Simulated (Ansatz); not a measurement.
```xyz
4

N    -0.0047    0.0139    0.5150
F     1.2402   -0.0272   -0.1564
F    -0.5929    1.0120   -0.0995
F    -0.5885   -1.0924   -0.0959
```

Basis set: aug-cc-pVDZ (spherical functions). Left uncorrelated: 4 orbitals. Charge 0, multiplicity 1.

Computed with Ansatz (development build ahead of 0.2.0); each method stands on the lowest determinant of its kind that the runs found. Restricted open shells among the atoms or ions are ROHF, correlated in semicanonical orbitals with singles.

The atomization energy at this shape (free ground-state atoms in the same class of orbitals less the molecule, no zero-point energy) of singlet NF₃:

```json
{"method": "RHF-MP2", "atomization energy": "192.83 kcal/mol"}
```

Task: What does RHF give?

Result: 39.58 kcal/mol.
